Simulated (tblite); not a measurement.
Isomers of CH9FSi3. Method: GFN2-xTB as coded in tblite; computed harmonic values from a numerical Hessian at the method's own geometry, unscaled. The method is semi-empirical: single wavenumbers can be off by several per cent or more. Modes of hydrogen on silicon can be 10 to 20 % off. One conformer each.

Electronic energies: GFN2-xTB at the same geometries; isomer energies are rough at this level and their order can be wrong.

```
                  SMILES  electronic energy, lowest = 0 (kJ/mol)
FC([SiH3])([SiH3])[SiH3]                                   203.8
  C[Si](F)([SiH3])[SiH3]                                    56.7
  C[Si@H]([SiH3])[SiH2]F                                    47.5
  F[SiH2]C([SiH3])[SiH3]                                     0.0
```

How do GFN2-xTB zero-point energies change the relative energies?

| SMILES | ZPE (kJ/mol) | of it from modes above 1550 cm⁻¹ | electronic (kJ/mol) | with ZPE, lowest = 0 (kJ/mol) | lowest mode (cm⁻¹) | rings |
| --- | --- | --- | --- | --- | --- | --- |
| F[SiH2]C([SiH3])[SiH3] | 219.3 | 125.6 | 0.0 | 0.0 | 50 | 0 |
| C[Si@H]([SiH3])[SiH2]F | 229.9 | 133.7 | 47.5 | 58.1 | 22 | 0 |
| C[Si](F)([SiH3])[SiH3] | 228.1 | 134.3 | 56.7 | 65.5 | 18 | 0 |
| FC([SiH3])([SiH3])[SiH3] | 209.0 | 122.2 | 203.8 | 193.5 | 111 | 0 |

The zero-point energies span 20.9 kJ/mol, from `FC([SiH3])([SiH3])[SiH3]` to `C[Si@H]([SiH3])[SiH2]F`. The order is unchanged.
